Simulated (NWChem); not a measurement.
## Lowest excitation of Cl₂Te

```
Te
Cl 1 2.3598
Cl 1 2.3598 2 100.18
```
Charge 0, spin multiplicity 1.

Everything below was run with NWChem. All single points use one geometry, from PBE0/def2-SVP with def2 effective core potentials on Te, a minimum by its harmonic frequencies.

Basis set: def2-SVPD. The methods don't all put a state of the same symmetry lowest.

```csv
method,lowest vertical singlet excitation energy (eV),relative cost,difference from EOM-CCSD
TD-B3LYP,2.20,under 3,-0.39
TD-PBE,2.07,1,-0.52
TD-LDA (SVWN5),2.00,under 3,-0.59
CIS,2.77,under 3,+0.18
EOM-CCSD,2.59,6,0.00
```

The values span 0.77 eV, from TD-LDA (SVWN5) (lowest) to CIS (highest). The cost column gives rough processor time relative to TD-PBE; each entry includes its own SCF.

Effective core potentials replace the inner electrons of Te; spin-orbit coupling is left out. The correlated methods keep 14 core orbitals frozen. B3LYP has NWChem's definition, with VWN1-RPA local correlation. The structure started from a generated list of species. Differences from the coupled-cluster row are differences between methods, not errors against experiment.
